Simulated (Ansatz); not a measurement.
The same path of CHBrSi (4 atoms, charge 0, multiplicity 1) was run 3 times with different band settings. Lost on the way: Si1–H4. Made: C2–H4.

The calculation used Ansatz, UKS B3LYP/def2-SVP.

Relaxed end points:

```xyz
4
Properties=species:S:1:pos:R:3
Si -0.550 1.084 -0.218
C 0.383 -0.232 0.296
Br 1.588 -1.245 1.159
H -1.422 0.392 -1.238
```

```xyz
4
Properties=species:S:1:pos:R:3
Si 0.019 1.568 0.455
C -0.274 0.023 -0.252
Br 1.089 -0.999 0.754
H -0.835 -0.591 -0.957
```

Common settings: movable images 5; climbing image yes; spring 5.0 eV/Å²; start path through a guess of the saddle point; force threshold 0.03 eV/Å; iteration limit 60; end points relaxed.

| run | optimiser | largest step |
| --- | --- | --- |
| 1 | quadratic models (default) | default |
| 2 | fire | 0.5 Å |
| 3 | fire | 0.02 Å |

Q: What does each run give, and how far can it be trusted?

A: Run 1: converged after 10 iterations, highest image 0.007 eV above the first end. The top lies less than 8 meV above the higher end, about what the thresholds resolve: that end is a shoulder or a very shallow well. A vibrational analysis at the climbing image gives one clearly imaginary mode, 223i cm⁻¹: a first-order saddle point.
Run 2: converged after 38 iterations, highest image 0.007 eV above the first end. The top lies less than 8 meV above the higher end, about what the thresholds resolve: that end is a shoulder or a very shallow well. Another band between the same ends (5 images) ends at a top of the same energy, where a vibrational analysis finds 1 clearly imaginary mode.
Run 3: converged after 49 iterations, highest image 0.007 eV above the first end. The top lies less than 8 meV above the higher end, about what the thresholds resolve: that end is a shoulder or a very shallow well. Another band between the same ends (5 images) ends at a top of the same energy, where a vibrational analysis finds 1 clearly imaginary mode.
The orbitals stay closed-shell, which can raise the energy where a bond breaks towards radicals; this wasn't checked here.
